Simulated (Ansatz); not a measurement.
Stepwise reaction of `[NH2][Ga]([NH2])[F]` with hydrogen sulfide, as a gas-phase model of exchange steps in deposition or etching. ΔE in kJ/mol.

Gas-phase electronic energies from Ansatz, PBE0-D4/def2-TZVP geometries. CCSD(T)/CBS adds triple-zeta CCSD(T) − MP2 to the extrapolated MP2 energy (def2 sets, frozen cores). This one scheme is used for every species. Functionals use def2-TZVPP. B3LYP here is the variant with VWN-RPA as its local correlation; programs differ in this. For Ga outer-core shells are correlated without core-valence functions, which leaves a few kJ/mol of doubt a bond. Scalar relativity is left out up to krypton. One conformer a species, not always the lowest.

```json
{"step": "2", "reaction": "`[NH2][Ga]([F])[SH]` + H₂S → `[F][Ga]([SH])[SH]` + NH₃", "PBE-D4": "-57.3", "B3LYP-D4": "-52.4", "ωB97M-V": "-50.3", "CCSD(T)/CBS": "-48.2"}
```

Q: Give the row of step 1, `[NH2][Ga]([NH2])[F]` + H₂S → `[NH2][Ga]([F])[SH]` + NH₃. (Best estimate.)

A: Ansatz gave: 
| step | reaction | PBE-D4 | B3LYP-D4 | ωB97M-V | CCSD(T)/CBS |
| --- | --- | --- | --- | --- | --- |
| 1 | `[NH2][Ga]([NH2])[F]` + H₂S → `[NH2][Ga]([F])[SH]` + NH₃ | -61.3 | -56.2 | -55.3 | -52.4 |

Q: By hand: ΔE of the 2 steps together at CCSD(T)/CBS.

A: (-52.4) + (-48.2) = -100.6 kJ/mol, or -50.3 kJ/mol a step.

In ΔE the steps differ by no more than 4.2 kJ/mol. All are downhill at CCSD(T)/CBS. PBE-D4 differs from CCSD(T)/CBS by -9.1 to -8.9 kJ/mol a step. Isolated molecules leave out the surface, adducts and barriers. Largest T1 diagnostic: 0.013.
